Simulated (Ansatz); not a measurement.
FH₃NOSi (`[NH][SiH](O)F`) radical. The species carries charge 0 and has multiplicity 2.

Cartesian coordinates in Å:
```
N -1.4087 0.2031 -0.0891
Si 0.3171 0.0458 -0.2588
O 0.8969 -0.5835 1.1209
F 0.8324 1.5329 -0.4969
H -1.9828 -0.1193 -0.8683
H 0.8379 -0.7908 -1.3544
H 0.5071 -0.2883 1.9466
```

(1) List the harmonic frequencies (cm⁻¹, unscaled) at PBE0-D4/def2-TZVP in Ansatz. (An estimate is asked.)

(2) Is this a minimum?

(3) Give the ideal-gas thermochemistry at 298.15 K and 1 bar (rigid rotor, harmonic oscillator; point group C1, symmetry number 1).

(4) And at 400, 500, 600, 800 and 1000 K?

(5) Rotational constants (cm⁻¹)?

Answers

(1) Computed: 75, 228, 285, 361, 364, 722, 770, 810, 833, 893, 925, 982, 2290, 3517, 3909.

(2) Yes, all 15 modes are real.

(3) Zero-point energy 101.5 kJ/mol; H(298) − E = 119.0 kJ/mol; entropy 319.2 J/(mol·K), of which translation 163.5, rotation 104.3, vibration 45.7, electronic 5.8; G(298) − E = 23.9 kJ/mol. Modes under 100 cm⁻¹ are hindered rotations or soft bends, so the harmonic entropy is rough.

(4) 
```json
{"T (K)": "400", "H − E (kJ/mol)": "128.6", "S (J/mol/K)": "346.6", "G − E (kJ/mol)": "-10.1"}
{"T (K)": "500", "H − E (kJ/mol)": "139.1", "S (J/mol/K)": "370.0", "G − E (kJ/mol)": "-45.9"}
{"T (K)": "600", "H − E (kJ/mol)": "150.4", "S (J/mol/K)": "390.6", "G − E (kJ/mol)": "-84.0"}
{"T (K)": "800", "H − E (kJ/mol)": "174.6", "S (J/mol/K)": "425.3", "G − E (kJ/mol)": "-165.7"}
{"T (K)": "1000", "H − E (kJ/mol)": "200.3", "S (J/mol/K)": "454.0", "G − E (kJ/mol)": "-253.7"}
```

(5) 0.2384, 0.223, 0.1353.
